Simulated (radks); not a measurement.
Results of a calculation; reference values are marked as such.
Effect of the nuclear size on neutral tungsten, [Xe] 4f14 5d4 6s2. Code: a radial shooting solver on a logarithmic mesh with Libxc functionals. Model: Dirac Kohn-Sham, BLYP, spin-unpolarised, spherical densities, finite nucleus; open shells fill j = l - 1/2 first; Fermi nuclear charge, rms radius 5.3658 fm. The rms radius is varied about that value; shifts are against it.

rms radius (fm)  total energy shift (eV)  density at nucleus (e/bohr^3)  1s1/2 shift (meV)  2s1/2 shift (meV)  5s1/2 shift (meV)  5p1/2 shift (meV)  6s1/2 shift (meV)  5d3/2 shift (meV)  6p1/2 (empty) shift (meV)
4.4482                             -18.7                      1.521e+06              -7570              -1070              -9.66              0.587             -0.644              0.612                      0.197
4.8721                             -10.3                      1.473e+06              -4190               -591              -5.34              0.324             -0.356              0.338                      0.109
5.3658                                 0                      1.425e+06              0.000              0.000              0.000              0.000              0.000              0.000                      0.000
5.7521                              8.55                      1.391e+06               3460                488               4.41             -0.268              0.294             -0.279                     -0.090
6.6697                              30.4                      1.321e+06              12300               1730               15.7             -0.949               1.05             -0.993                     -0.320

Slopes of the eigenvalues against <r^2> in GHz/fm^2, as finite differences over the two radii next to the reference (eigenvalue slopes, not the field-shift constants of lines): 1s1/2 198000, 2s1/2 27900, 5s1/2 252, 5p1/2 -15.3, 6s1/2 16.8, 5d3/2 -16.0, 6p1/2 (empty) -5.14.
